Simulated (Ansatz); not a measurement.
`C[O][GeH2][GaH2]` + H–F → `[F][GeH2][GaH2]` + CH₃OH at 298.15 K and 1 bar (ligand exchange at a Ge–O bond).

Program: Ansatz. Geometries: PBE0-D4/def2-TZVP. ΔE: electronic, gas phase. CBS: MP2 limit from def2 TZ/QZ plus the TZ coupled-cluster correction, frozen cores. This one scheme is used for every species. For Ga, Ge outer-core shells are correlated without core-valence functions, which leaves a few kJ/mol of doubt a bond. Scalar relativity is left out up to krypton. One conformer a species, not always the lowest.

```tsv
species	CCSD(T)/CBS energy (Eh)	H − E (kJ/mol)	S (J/(mol·K))
`C[O][GeH2][GaH2]`	-4117.47402	209.7	383.0
H–F	-100.39570	33.5	173.6
`[F][GeH2][GaH2]`	-4102.26260	100.3	337.9
CH₃OH	-115.61712	146.3	238.2
```

H − E and S are ideal-gas, rigid-rotor, harmonic terms from PBE0-D4/def2-TZVP, for one conformer and one mirror image of each species. 1 Eh = 2625.50 kJ/mol, R = 8.31446 J/(mol·K).

Q: By hand: ΔE, ΔH, ΔS and ΔG.

A: ΔE = (-4102.26260) + (-115.61712) − (-4117.47402) − (-100.39570) = -0.01000 Eh = -26.3 kJ/mol. Δ(H − E) = 100.3 + 146.3 − 209.7 − 33.5 = 3.4, so ΔH = -22.9 kJ/mol. ΔS = 337.9 + 238.2 − 383.0 − 173.6 = 19.5 J/(mol·K). ΔG = -22.9 − 298.15 × (19.5)/1000 = -28.7 kJ/mol.

Q: By hand: the equilibrium constant, and the temperature at which ΔG would vanish if ΔH and ΔS stayed fixed.

A: log₁₀ K = −ΔG/(RT ln 10) = 5.0. ΔH and −TΔS have one sign here, so there is no such temperature.

ΔH outweighs TΔS. A doubt of 5 kJ/mol in ΔE shifts log₁₀ K by 0.9 here. Other conformers and mirror images would add mixing entropy, several J/(mol·K) or more a flexible species. These are equilibria of isolated gas molecules and say nothing of rates. Largest T1 diagnostic: 0.013 (customary marks: 0.02 for closed shells, 0.045 for open ones).
